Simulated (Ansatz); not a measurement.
Consider the substitution at a C–C bond: `C=C1SC1C` + `OB(Br)Br` → `COB(Br)Br` + `C=C1CS1`.

Computed with Ansatz on PBE0-D4/def2-TZVP structures; ΔE is electronic, products minus reactants. CBS: MP2 limit from def2 TZ/QZ plus the TZ coupled-cluster correction, frozen cores. DFT in def2-TZVPP. For Br outer-core shells are correlated without core-valence functions, which leaves a few kJ/mol of doubt a bond. Scalar relativity is left out up to krypton. Each species was taken in one conformer, which may not be the lowest.

`C=C1SC1C`:

Cartesian coordinates in Å:
```
C -0.864 1.364 -1.226
C -0.439 0.901 -0.067
S 0.246 1.360 1.454
C -0.201 -0.283 0.736
C 0.899 -1.245 0.397
H -1.241 0.680 -1.978
H -0.850 2.421 -1.455
H -1.072 -0.718 1.223
H 1.739 -0.721 -0.061
H 1.253 -1.768 1.287
H 0.529 -1.994 -0.310
```

`OB(Br)Br`:

Z-matrix (Å, degrees):
```
B
O 1 1.337
Br 1 1.925 2 121.2
Br 1 1.907 2 118.7 3 180.0
H 2 0.963 1 113.7 3 -0.0
```

`COB(Br)Br`:

Z-matrix (Å, degrees):
```
C
O 1 1.418
H 1 1.090 2 111.5
H 1 1.090 2 108.0 3 120.9
H 1 1.090 2 108.2 3 -121.0
B 2 1.326 1 127.2 3 2.8
Br 6 1.928 2 123.5 1 -0.1
Br 6 1.915 2 117.8 1 179.9
```

`C=C1CS1`:

Cartesian coordinates in Å:
```
C -0.254 -1.219 -0.677
C 0.243 -0.116 -0.157
C -0.019 1.050 0.665
S 1.665 0.858 -0.034
H 0.346 -1.875 -1.295
H -1.287 -1.489 -0.492
H -0.604 1.864 0.248
H -0.090 0.928 1.742
```

```
             level  ΔE (kJ/mol)  difference from CCSD(T)/CBS
            PBE-D4         63.1                         -1.4
         revPBE-D4         64.5                          0.0
           PBE0-D4         64.5                          0.0
            B2PLYP         60.8                         -3.7
          PBE-QIDH         66.8                          2.3
              PBE0         63.7                         -0.8
             BHLYP         57.5                         -7.0
      MP2/def2-SVP         72.7                          8.2
SCS-MP2/def2-TZVPP         64.3                         -0.2
   CCSD/def2-TZVPP         62.6                         -1.9
       CCSD(T)/CBS         64.5                            0
```

Largest T1 diagnostic among the species: 0.012.

Leaving LDA and LC-ωPBE aside and taking each functional with its dispersion term where it has one, the values, not all of them listed here, spread over 9.6 kJ/mol, from BLYP-D4 to PBE-QIDH. In def2-TZVPP, CCSD(T) changes the Hartree–Fock value by +8.8 kJ/mol (the triples alone add +0.9 kJ/mol) and MP2 by +15.4 kJ/mol.
